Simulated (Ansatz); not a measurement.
Geometry optimisation, RKS PBE/def2-SVP in Ansatz 0.2.0.

Input:

```yaml
crystal:
  periodic: [false, false, false]
  atoms:
    - { symbol: Ge, position_ang: [-0.562372, -0.072444, -0.330953] }
    - { symbol: Cl, position_ang: [0.000589, 0.983168, 2.876435] }
    - { symbol: F, position_ang: [0.905013, -0.815608, 0.196592] }
    - { symbol: F, position_ang: [-0.235327, 1.598698, -0.645949] }
    - { symbol: F, position_ang: [-0.919842, -0.836064, -1.850357] }
    - { symbol: "N", position_ang: [-2.012853, -0.362482, 0.828165] }
    - { symbol: H, position_ang: [-2.717763, -0.941977, 0.351205] }
    - { symbol: H, position_ang: [-2.439407, 0.543245, 1.066661] }
    - { symbol: H, position_ang: [-0.773537, -0.096537, 2.693499] }
basis:
  gaussian: { orbitals: def2-SVP }
hamiltonian:
  xc: pbe
relax:
  f_tol: 0.03
  max_steps: 50
output:
  orbitals: {}
```

Run as:

```bash
$ ansatz run input.yaml --threads 4 --pin off --max-ram 5120MiB --backend cpu --events-out ev --progress --plain --runs-dir out
```

**Question.** Where does it end, and by what steps?

**Answer.** It converged. After 13 steps the energy has fallen by 0.126 eV; Cl2 moved furthest, 0.89 Å.

```
step  energy less start (eV)  largest force component (eV/Å)  accepted
   0                  0.0000                           0.839       yes
   1                 -0.0140                           1.016       yes
   2                 -0.0503                           0.386       yes
   3                 -0.0840                           0.329       yes
   4                 -0.0823                           0.551        no
   5                 -0.1052                           0.149       yes
   6                 -0.1130                           0.078       yes
   7                 -0.1153                           0.291       yes
   8                 -0.1220                           0.079       yes
   9                 -0.1231                           0.049       yes
  10                 -0.1248                           0.100       yes
  11                 -0.1257                           0.058       yes
  12                 -0.1262                           0.039       yes
  13                 -0.1264                           0.021       yes
```

```xyz
9
Properties=species:S:1:pos:R:3
Ge -0.562 -0.070 -0.502
Cl -0.268 0.499 3.579
F 0.926 -0.788 -0.008
F -0.283 1.578 -0.940
F -1.050 -0.936 -1.925
N -1.797 -0.115 0.848
H -2.320 -1.001 0.884
H -2.467 0.664 0.771
H -0.935 0.169 2.478
```

Whether the end is a true minimum wasn't checked by a vibrational analysis.

Run time: 21 s on 4 threads of Arm Neoverse V1, with other jobs on the host, peak memory 0.18 GiB.
